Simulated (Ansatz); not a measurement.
`F[CH](F)[GeH3]` and `[CH3][GeH2][CH](F)F` differ in one atom or group.

Ansatz, PBE0-D4/def2-TZVP geometries, multiplicity 1. Each molecule was computed in one conformer, which needn't be the lowest.

Scalar relativity is left out up to krypton.

| property | `F[CH](F)[GeH3]` |
| --- | --- |
| HOMO energy (PBE0/def2-TZVPP) / eV | -8.52 |
| LUMO energy (PBE0/def2-TZVPP) / eV | 0.64 |
| HOMO–LUMO gap (B3LYP/def2-TZVPP) / eV | 8.68 |
| HOMO energy (ωB97M-V/def2-TZVPP) / eV | -10.79 |
| HOMO–LUMO gap (PBE0/def2-TZVPP) / eV | 9.16 |
| size of the dipole moment (ωB97M-V/def2-TZVPP) / D | 1.87 |

What does the change do to each property? (Best estimate.)

The calculation gave: 
```json
{"property": "HOMO energy (PBE0/def2-TZVPP) / eV", "`[CH3][GeH2][CH](F)F`": "-8.25", "shift": "0.27"}
{"property": "LUMO energy (PBE0/def2-TZVPP) / eV", "`[CH3][GeH2][CH](F)F`": "0.68", "shift": "0.04"}
{"property": "HOMO–LUMO gap (B3LYP/def2-TZVPP) / eV", "`[CH3][GeH2][CH](F)F`": "8.43", "shift": "-0.25"}
{"property": "HOMO energy (ωB97M-V/def2-TZVPP) / eV", "`[CH3][GeH2][CH](F)F`": "-10.52", "shift": "0.27"}
{"property": "HOMO–LUMO gap (PBE0/def2-TZVPP) / eV", "`[CH3][GeH2][CH](F)F`": "8.93", "shift": "-0.23"}
{"property": "size of the dipole moment (ωB97M-V/def2-TZVPP) / D", "`[CH3][GeH2][CH](F)F`": "2.40", "shift": "0.53"}
```

Dipoles are sizes alone; their direction can turn.

B3LYP here is the variant with VWN-RPA as its local correlation; programs differ in this.
